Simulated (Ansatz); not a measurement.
Cost and result for the atomization energy of CH₆Cl₂SSi₂, SMILES `C[SiH2]S[SiH](Cl)Cl` (12 atoms, 11 bonds).

Z-matrix (Å, degrees):
```
C
Si 1 1.860
H 1 1.091 2 110.9
H 1 1.091 2 111.4 3 121.0
H 1 1.094 2 109.1 3 -119.6
S 2 2.163 1 113.3 3 -53.5
H 2 1.485 1 111.5 3 60.7
H 2 1.483 1 111.5 3 -176.8
Si 6 2.101 2 102.4 1 -53.1
Cl 9 2.047 6 112.2 2 -40.4
Cl 9 2.047 6 112.4 2 80.4
H 9 1.473 6 108.5 2 -160.6
```

Charge 0, multiplicity 1. All single points use the PBE0-D4/def2-TZVP geometry. It is one conformer, not always the lowest. Program: Ansatz. All runs use 2 threads of an AMD EPYC 7R13 on a shared host and a share of an NVIDIA H100 80 GB. Times are those of one run each, without the atoms' runs, and a repeat can differ threefold. Electronic energies, without spin–orbit coupling; frozen cores. CCSD(T)/CBS adds CCSD(T) − MP2 in def2-TZVPP to the MP2 limit, and its time is that of the two runs behind it. T1 = 0.010. B3LYP takes the VWN-RPA correlation (the form of Gaussian; ORCA's B3LYP/G).

CCSD(T)/CBS is a level of theory with its own doubt, some kJ/mol a heavy atom from the limit and from the frozen cores, so smaller differences don't rank the functionals.

| level | functions | wall time |
| --- | --- | --- |
| PBE0-D4/def2-TZVPP | 325 | 1.8 s |
| PBE-D4/def2-TZVPP (with forces) | 325 | 2.1 s |
| B3LYP-D4/def2-TZVPP (with forces) | 325 | 2.2 s |
| r2SCAN-D4/def2-TZVPP (with forces) | 325 | 2.4 s |
| ωB97X-V/def2-TZVPP | 325 | 2.4 s |
| B2PLYP/def2-TZVPP | 325 | 2.6 s |
| ωB97M-V/def2-TZVPP (with forces) | 325 | 3.4 s |
| MP2/def2-QZVPP | 587 | 3.7 s |
| CCSD(T)/def2-TZVPP | 325 | 3.8 s |
| CCSD(T)/CBS(def2) | – | 7.6 s |

Q: What atomization energy does each give, and how far from CCSD(T)/CBS? (An estimate is asked.)

A: The calculation gave: 
```json
{"level": "PBE0-D4/def2-TZVPP", "atomization (kJ/mol)": "4062.4", "difference from CCSD(T)/CBS": "-9.3", "per bond": "-0.8"}
{"level": "PBE-D4/def2-TZVPP (with forces)", "atomization (kJ/mol)": "4087.5", "difference from CCSD(T)/CBS": "15.8", "per bond": "1.4"}
{"level": "B3LYP-D4/def2-TZVPP (with forces)", "atomization (kJ/mol)": "4034.9", "difference from CCSD(T)/CBS": "-36.8", "per bond": "-3.3"}
{"level": "r2SCAN-D4/def2-TZVPP (with forces)", "atomization (kJ/mol)": "4087.6", "difference from CCSD(T)/CBS": "15.9", "per bond": "1.4"}
{"level": "ωB97X-V/def2-TZVPP", "atomization (kJ/mol)": "4095.6", "difference from CCSD(T)/CBS": "23.9", "per bond": "2.2"}
{"level": "B2PLYP/def2-TZVPP", "atomization (kJ/mol)": "3984.3", "difference from CCSD(T)/CBS": "-87.4", "per bond": "-7.9"}
{"level": "ωB97M-V/def2-TZVPP (with forces)", "atomization (kJ/mol)": "4090.6", "difference from CCSD(T)/CBS": "18.9", "per bond": "1.7"}
{"level": "MP2/def2-QZVPP", "atomization (kJ/mol)": "4085.9", "difference from CCSD(T)/CBS": "14.2", "per bond": "1.3"}
{"level": "CCSD(T)/def2-TZVPP", "atomization (kJ/mol)": "3946.8", "difference from CCSD(T)/CBS": "-124.9", "per bond": "-11.4"}
{"level": "CCSD(T)/CBS(def2)", "atomization (kJ/mol)": "4071.7", "difference from CCSD(T)/CBS": "0.0", "per bond": "0.0"}
```

In def2-TZVPP, CCSD(T) changes the Hartree–Fock value by +890.1 kJ/mol (the triples alone add +60.9 kJ/mol) and MP2 by +955.7 kJ/mol; breaking electron pairs costs correlation energy, which Hartree–Fock lacks. From PBE to PBE0 (25 % exact exchange), in def2-TZVPP and without D4, the atomization energy moves by −19.2 kJ/mol: exact exchange takes away binding that semilocal exchange gives to molecules. The D4 term adds +73.7 kJ/mol with B3LYP and +39.3 kJ/mol with PBE0; it sums over pairs of atoms, weighted by their polarisabilities, and B3LYP, whose exchange is more repulsive, gets the larger term.
